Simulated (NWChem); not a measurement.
System: GaPH₄; SMILES [GaH2][PH2]

Input file for NWChem:

```
start job
memory heap 200 mb stack 900 mb global 1100 mb
geometry units angstroms noautosym nocenter noautoz
  Ga     0.044437     0.858943     0.010112
  H     -1.342908     1.585462     0.221857
  H      1.364580     1.678657    -0.277925
  P      0.104572    -1.471691    -0.094249
  H     -0.754239    -1.680733     1.021996
  H      1.316558    -1.611235     0.639614
end
basis spherical
  * library 6-31g*
end
dft
  xc b3lyp
  iterations 150
end
property
  shielding 4 1 2 4 5
end
task dft property
```

Geometry: optimised at B3LYP/6-31G* (spherical d).

GIAO values for the isolated, static molecule; σ is the absolute isotropic shielding, δ = σ(reference) − σ with the isolated reference molecule computed at the same levels (1H: tetramethylsilane, 31P: phosphine).

Atoms are numbered as in the input.

**Question.** What results follow from this input? (B3LYP/6-31G* (spherical d), GIAO.) Quantities: σ Ga1 (ppm); δ H2 (ppm); δ P4 (ppm); δ H5 (ppm).

**Answer.** 
- σ Ga1 (ppm): 1310.3
- δ H2 (ppm): 7.76
- δ P4 (ppm): 29.8
- δ H5 (ppm): 2.26
